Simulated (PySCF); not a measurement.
Geometry:
```csv
atom,x (Å),y (Å),z (Å)
C1,3.993,0.358,-0.608
C2,3.120,-0.284,-0.088
Si3,1.751,-1.236,0.707
C4,0.225,-0.095,0.606
Cl5,0.633,1.273,1.700
C6,-0.290,0.298,-0.780
C7,-1.259,1.468,-0.619
Si8,-2.268,0.838,0.880
C9,-1.155,-0.712,0.818
C10,-1.140,-0.975,-0.698
H11,4.760,0.918,-1.060
H12,1.552,-2.488,-0.032
H13,2.027,-1.489,2.121
H14,0.431,0.419,-1.591
H15,-0.724,2.399,-0.445
H16,-1.850,1.598,-1.525
H17,-2.227,1.632,2.099
H18,-3.642,0.472,0.517
H19,-1.262,-1.545,1.508
H20,-0.594,-1.875,-0.975
H21,-2.093,-0.956,-1.226
```

Level of theory: geometry: GFN2-xTB, PBE0/pcSseg-1 with gauge-including orbitals, in PySCF 2.14.0 with density-fitted response routines (no solvent, no relativistic terms, a single conformation).

Scale: 13C and 1H and 29Si against TMS; 35Cl against HCl (reference shieldings calculated alike).

| atoms | nucleus | count | Hirshfeld charge | δ (ppm) |
| --- | --- | --- | --- | --- |
| H12 | 1H | 1 | -0.07 | ? |
| H17 | 1H | 1 | -0.08 | 4.54 |
| H14 | 1H | 1 | 0.04 | ? |
| C9 | 13C | 1 | -0.12 | 36.0 |
| C4 | 13C | 1 | -0.04 | 65.6 |
| C6 | 13C | 1 | -0.03 | 45.6 |
| C7 | 13C | 1 | -0.17 | 13.6 |
| Si3 | 29Si | 1 | 0.34 | ? |
| H13 | 1H | 1 | -0.07 | ? |
| C10 | 13C | 1 | -0.07 | 30.3 |
| C1 | 13C | 1 | -0.08 | 104.6 |
| H16 | 1H | 1 | 0.04 | 1.12 |
| H19 | 1H | 1 | 0.03 | 2.09 |
| C2 | 13C | 1 | -0.16 | ? |
| H20 | 1H | 1 | 0.04 | 1.70 |
| H11 | 1H | 1 | 0.10 | 1.90 |
| H18 | 1H | 1 | -0.08 | ? |
| H21 | 1H | 1 | 0.04 | 1.04 |
| Si8 | 29Si | 1 | 0.32 | -44.3 |
| H15 | 1H | 1 | 0.03 | ? |
| Cl5 | 35Cl | 1 | -0.02 | 213 |

Task: Estimate the values marked ?.

Result: 
- C2: 85.9 ppm, alkyne carbon; the triple bond shields along its axis, which puts it between sp3 and sp2 carbons
- H12: 4.90 ppm, hydrogen on a silicon bonded to 2 C
- H13: 4.54 ppm, hydrogen on a silicon bonded to 2 C
- H18: 3.95 ppm, hydrogen on a silicon bonded to 2 C, in a 5-membered ring
- H14: 2.96 ppm, hydrogen on an sp3 CH in a ring
- H15: 1.57 ppm, hydrogen on an sp3 CH2 bonded to Si
- Si3: -63.6 ppm, silicon bonded to 2 C, 2 H

Carbons that carry Cl, above all several Cl atoms, come out too deshielded, partly because spin–orbit coupling is missing. Shifts are as computed. Against solution values, carbons near 30 ppm lie about +3 ppm off and those near 130 ppm about +5 ppm; carbons on Cl a further +6 ppm. Of 1211 compounds with measured shifts, 218 miss one by over three times the rms of a fit or turn the order of signals round; such compounds aren't used in these exercises.
